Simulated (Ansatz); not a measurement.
System: C₆H₁₂, net charge 0, singlet state. SMILES: C(/CC)=C/CC
Geometry from a B3LYP-D3(BJ)/def2-TZVP (Ansatz, a quantum-chemistry and plane-wave program) optimisation:
```
C
C 1 1.3314
H 2 1.0875 1 117.48
H 1 1.0875 2 117.48 3 1.09
C 1 1.4992 4 114.71 2 -178.80
H 5 1.0907 1 110.93 4 -173.23
H 5 1.0955 6 106.33 1 -118.11
C 2 1.4992 3 114.71 1 -178.80
H 8 1.0907 2 110.93 3 -173.23
H 8 1.0955 9 106.33 6 -132.75
C 5 1.5331 6 109.60 7 -117.40
H 11 1.0915 5 110.73 6 -61.19
H 11 1.0917 12 108.27 5 -122.10
H 11 1.0923 12 107.64 13 -116.39
C 8 1.5331 9 109.60 10 -117.40
H 15 1.0915 8 110.73 9 -61.19
H 15 1.0917 16 108.27 8 -122.10
H 15 1.0923 16 107.64 17 -116.39
```
Charge 0, spin multiplicity 1.

Property: atomisation energy (electronic, to ground-state atoms), in kcal/mol. Correlated levels leave the core frozen unless marked. Open shells are spin-unrestricted. No spin-orbit coupling. Non-relativistic. The coupled-cluster limit lacks core correlation, which all-electron functionals hold. Basis-set limits of correlation are two-point, X^-3; Hartree-Fock from the larger set.

| level | program | atomisation energy (kcal/mol) |
|---|---|---|
| PBE0/6-31G* | Ansatz | 1756.1 |
| r2SCAN0/def2-TZVPD | Ansatz | 1728.7 |
| HSE06/def2-TZVPD | Ansatz | [?] |
| LC-wPBE-D4/def2-TZVPD | Ansatz + dftd4 | [?] |
| CCSD/STO-3G | Ansatz | 1829.7 |
| CCSD(T)/CBS(cc-pVTZ,cc-pVQZ) | Ansatz | 1741.6 |

Problem. Complete the blanks.

Solution. 
- HSE06/def2-TZVPD, atomisation energy (kcal/mol): 1751.4
- LC-wPBE-D4/def2-TZVPD, atomisation energy (kcal/mol): 1749.2
